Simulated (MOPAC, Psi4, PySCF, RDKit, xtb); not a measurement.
Two geometries of SMILES C([SiH2][SeH])(C)=O, relaxed at B3LYP-D3(BJ)/def2-SVP with one dihedral held; other torsions can differ between them too.

Structure A

```
11

C     -0.9861     0.8559    -0.7190
C     -0.8942     0.1098     0.5874
O     -1.7910     0.0881     1.4059
Si     0.6744    -0.9278     1.0855
Se     2.4400    -0.8438    -0.4017
H     -1.9558     1.3679    -0.7989
H     -0.1576     1.5801    -0.7961
H     -0.8517     0.1538    -1.5595
H      1.1119    -0.4675     2.4300
H      0.2343    -2.3485     1.1324
H      3.0443     0.3270     0.2631
```

Structure B

```
11

C     -0.9722     0.8536    -0.7397
C     -0.9883    -0.1953     0.3431
O     -1.9902    -0.5013     0.9568
Si     0.6107    -1.1651     0.8789
Se     2.4939    -0.6035    -0.3460
H     -1.9734     1.2914    -0.8606
H     -0.2324     1.6341    -0.4955
H     -0.6357     0.4033    -1.6895
H      0.8711    -0.8563     2.3102
H      0.2957    -2.6103     0.7163
H      3.2248    -0.1478     0.8506
```

Which is lower in energy at the level DF-MP2 (frozen core)/cc-pVTZ // B3LYP-D3(BJ)/def2-SVP run with Psi4, and by how much?

A is lower, by 0.70 kcal/mol (dihedral C2–Si4–Se5–H11: 90° in A, 120° in B).

E(B) − E(A) in kcal/mol at the other levels, on the same two geometries: B3LYP/def2-TZVP // B3LYP-D3(BJ)/def2-SVP (Psi4) 0.71; B3LYP-D3(BJ)/def2-TZVP // B3LYP-D3(BJ)/def2-SVP (Psi4) 0.68; PBE/def2-TZVP // B3LYP-D3(BJ)/def2-SVP (Psi4) 0.71; PBE-D3(BJ)/def2-TZVP // B3LYP-D3(BJ)/def2-SVP (Psi4) 0.71; HF/cc-pVTZ // B3LYP-D3(BJ)/def2-SVP (Psi4) 0.65; UFF // B3LYP-D3(BJ)/def2-SVP (RDKit) -0.01; PM6, restricted, heats of formation // B3LYP-D3(BJ)/def2-SVP (MOPAC) 0.29; PM3, restricted, heats of formation // B3LYP-D3(BJ)/def2-SVP (MOPAC) 0.31; GFN1-xTB // B3LYP-D3(BJ)/def2-SVP (xtb) 0.16; restricted B3LYP/6-31G*, spherical d, density fitting // B3LYP-D3(BJ)/def2-SVP (PySCF) 0.71; restricted LDA (SVWN5)/6-31G*, spherical d, density fitting // B3LYP-D3(BJ)/def2-SVP (PySCF) 0.75; restricted MP2 (frozen core)/3-21G // B3LYP-D3(BJ)/def2-SVP (PySCF) 0.80.
